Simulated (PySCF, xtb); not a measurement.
SnHI, SMILES [SnH][I] (connectivity only; charge and spin as stated), neutral, multiplicity 1.

xtb with GFN2-xTB at its own geometry gives an orbital gap of 3.38 eV and a dipole moment of 8.29 D.

Coordinates come from a B3LYP-D3(BJ)/def2-TZVP optimisation. The def2 effective core potentials stand for the cores of I, Sn; spin–orbit coupling is left out.

Question: What does ωB97X/def2-TZVPD run with PySCF give? (Estimate from the structure and the level; the computed values follow.)

Answer: gap 7.46 eV (levels -8.88 and -1.42 eV), dipole 2.73 D.
